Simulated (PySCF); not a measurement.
Below is a simulated gas-phase C 1s photoelectron spectrum of PhCH2CH2F (`FCCc1ccccc1`).

Every computed line was given a Gaussian of 0.7 eV full width at half maximum and an area set by the number of equivalent atoms; the highest printed point is 100. Method: PySCF 2.14.0, delta-SCF UKS SCAN, pcX-2 on the ionised atom, pcseg-1 elsewhere, spin-free X2C.

| binding energy (eV) | intensity |
| --- | --- |
| 289.2 | 0 |
| 289.3 | 0 |
| 289.4 | 1 |
| 289.5 | 3 |
| 289.6 | 7 |
| 289.7 | 14 |
| 289.8 | 25 |
| 289.9 | 40 |
| 290.0 | 59 |
| 290.1 | 78 |
| 290.2 | 93 |
| 290.3 | 100 |
| 290.4 | 98 |
| 290.5 | 88 |
| 290.6 | 73 |
| 290.7 | 58 |
| 290.8 | 44 |
| 290.9 | 33 |
| 291.0 | 24 |
| 291.1 | 17 |
| 291.2 | 12 |
| 291.3 | 7 |
| 291.4 | 4 |
| 291.5 | 2 |
| 291.6 | 1 |
| 291.7 | 0 |
| 291.8 | 0 |
| 291.9 | 0 |
| 292.0 | 0 |
| 292.1 | 0 |
| 292.2 | 1 |
| 292.3 | 2 |
| 292.4 | 4 |
| 292.5 | 7 |
| 292.6 | 10 |
| 292.7 | 13 |
| 292.8 | 16 |
| 292.9 | 17 |
| 293.0 | 16 |
| 293.1 | 14 |
| 293.2 | 10 |
| 293.3 | 7 |
| 293.4 | 4 |
| 293.5 | 2 |
| 293.6 | 1 |
| 293.7 | 0 |
| 293.8 | 0 |
| 293.9 | 0 |

Question: Count the maxima, the lines and the sites behind this envelope.

Answer: The curve has 2 maxima (at 290.3 and 292.9 eV). Under it lie 6 lines from 6 inequivalent carbon sites. At this width some lines have no maximum of their own.

Question: Decompose the envelope and assign each component. Numbering: `[F:1][CH2:2][CH2:3][c:4]1[cH:5][cH:6][cH:7][cH:8][cH:9]1`.

Answer: 
```csv
position (eV),relative area,line,atoms,environment
290.25,2,C 1s,C5/C9,aromatic CH carbon
290.25,1,C 1s,C7,aromatic CH carbon
290.32,2,C 1s,C6/C8,aromatic CH carbon
290.49,1,C 1s,C4,substituted aromatic carbon
290.89,1,C 1s,C3,benzylic-type carbon
292.90,1,C 1s,C2,sp3 C–F carbon
```

Question: What are the centre and the root-mean-square width of the whole band?

Answer: The area-weighted mean of the lines is 290.71 eV. Their own spread about it is 0.85 eV (rms) and each Gaussian has σ = 0.7/2.355 = 0.30 eV; the variances add, which gives 0.90 eV.

Lowest listed C 1s: C5/C9, bonded to 2 C (aromatic in the SMILES) and H. Highest, 2.65 eV above it: C2, bonded to F, C and 2 H. The widest gap between neighbouring values is 2.01 eV, between 290.89 and 292.90 eV. The values 290.25 and 290.25 eV lie too close for their order to be trusted.

Shake-up satellites, vibrational structure and lifetime widths aren't simulated. Topologically equivalent atoms share the value of their first member; where this conformer doesn't relate them by symmetry, their own values could differ. Isolated species at its PBE0-D3(BJ)/def2-SVP geometry (one conformer only).

Shape of the structure used: `[F:1][CH2:2][CH2:3][c:4]1[cH:5][cH:6][cH:7][cH:8][cH:9]1`: F1–C2–C3–C4 -179°, C2–C3–C4–C5 87°.
